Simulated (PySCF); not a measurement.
Zn: excitation energy

Zn [Ar] 3d10 4s2 (1S) → Zn [Ar] 3d10 4s1 4p1 (3P), as a difference of total energies. Calculation: PySCF 2.14, in x2c-TZVPPall with one added diffuse shell each of s, p, d, f type (7s6p5d3f1g, 80 functions); the spin-free X2C one-electron Hamiltonian (Gaussian nucleus). Correlated levels: valence: [Ar] frozen. The calculations carry no spin-orbit coupling.

```
           method  excitation energy (eV)
              UHF                   2.728
    MP2 (valence)                   3.894
SCS-MP2 (valence)                   4.004
   CCSD (valence)                   3.905
CCSD(T) (valence)                   4.013
```

How much does correlation contribute at CCSD(T) (valence)?

4.013 − (2.728) = 1.285 eV, measured against UHF.

Errors of the correlated levels include the incompleteness of this basis and the frozen core.

For comparison: 4.054 eV (measured; NIST levels, between the centres of gravity of the two terms).
